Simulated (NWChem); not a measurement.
BCl cation, doublet

Computed with NWChem. Spin-unrestricted. No stability test was run on the SCF state. Each level has its own optimisation; frequencies are unscaled.

Order these runs by computing time, cheapest first, and give rough ratios: UHF/3-21G; UHF/pcseg-2; UHF/pcseg-1.

UHF/3-21G (1), UHF/pcseg-1 (3), UHF/pcseg-2 (10). Ratios are rough, from one shared machine; the cheapest took very roughly 3 core-seconds. What differs between the cheapest and the dearest: r B–Cl (Å) 1.637 → 1.592; highest harmonic frequency (cm⁻¹) 1063 → 1184; zero-point energy (kcal/mol) 1.5 → 1.7.
